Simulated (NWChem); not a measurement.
# CH6BeGe; SMILES [CH3][Be][GeH3]

Results from NWChem. Pople sets run with spherical d functions. Geometry: optimised at PBE0/def2-SVP. LC-ωPBE (HJS hole) with 6-31G*; x = 1 − exp(−ω/0.25 bohr⁻¹) is a scale chosen for this fit.

```csv
row,x,−ε(HOMO) (eV)
ω = 0.15,0.451,8.41
ω = 0.20,0.551,8.92
ω = 0.25,0.632,withheld
ω = 0.40,0.798,10.20
ω = 0.80,0.959,10.97
```

Fit a straight line of the last column on the one before it, predict the withheld value, and compare with the run.


1. Means of the 4 shown rows: x = 0.6897, y = 9.625. Slope Σ(x − x̄)(y − ȳ)/Σ(x − x̄)² = 0.8123/0.1605 = 5.062; intercept 6.133.
2. The shown rows scatter about the line by 0.017 (root mean square); the largest residual is +0.03, at ω = 0.40.
3. At x = 0.632 (ω = 0.25; inside the shown range) the line gives 9.33.
4. The run gives 9.35, +0.02 from the line.
